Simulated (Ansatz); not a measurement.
Born–Oppenheimer molecular dynamics of FH$_{5}$O$_{3}$SZr (11 atoms, charge 0, multiplicity 1). It starts at the highest image of a converged band. Of that band: A vibrational analysis at the climbing image gives one clearly imaginary mode, 329i cm⁻¹, and a faint second one (29i cm⁻¹) that may be numerical noise or a soft torsion: probably a first-order saddle point.

All numbers below come from Ansatz 0.2.0, RKS B3LYP-D4/def2-SVP.

```yaml
ensemble: NVE (velocity Verlet)
time_step: 0.5 fs
steps_asked: 200
starting_velocities_drawn_for: 300 K
seed: 3502
```

First frame:

```xyz
11
Properties=species:S:1:pos:R:3
Zr 0.099 0.099 0.079
F 0.776 -0.449 2.125
O 1.726 -0.502 -0.749
H 2.341 -0.794 -1.425
O -0.724 1.272 -1.204
H -1.101 2.037 -1.641
O -1.258 -1.262 0.271
H -1.570 -2.120 0.569
S 0.643 2.220 1.753
H 1.897 2.346 1.258
H 0.867 0.667 2.318
```

Problem. How far do the bonds stretch over the last three quarters of this one trajectory? (Pairs bonded in most of those frames.)

Solution. 
```csv
bond,mean (Å),spread (Å),shortest,longest
Zr1–F2,2.011,0.084,1.89,2.18
Zr1–O3,1.954,0.031,1.90,2.00
Zr1–O5,1.961,0.013,1.94,1.98
Zr1–O7,1.969,0.047,1.89,2.03
Zr1–S9,3.103,0.200,2.81,3.47
O3–H4,0.964,0.011,0.95,0.98
O5–H6,0.960,0.002,0.96,0.96
O7–H8,0.968,0.020,0.94,1.00
S9–H10,1.355,0.011,1.34,1.37
S9–H11,1.376,0.040,1.33,1.48
```

Pairs bonded in part of these frames only: Zr1–H11 11 %.

Mean temperature of the second half: 473 K. The conserved energy stayed within 0.11 meV per atom of its start (net change 0.051 meV per atom), so the integration is sound. The kinetic energy rose, since the run started high on the potential surface and went downhill. A run of 0.1 ps of so small a system gives no equilibrium averages. The orbitals stay closed-shell, which can raise the energy where a bond breaks towards radicals; this wasn't checked here.

The run took 7.5 min on 4 threads of Arm Neoverse V2, on a shared host, peak memory 0.34 GiB.
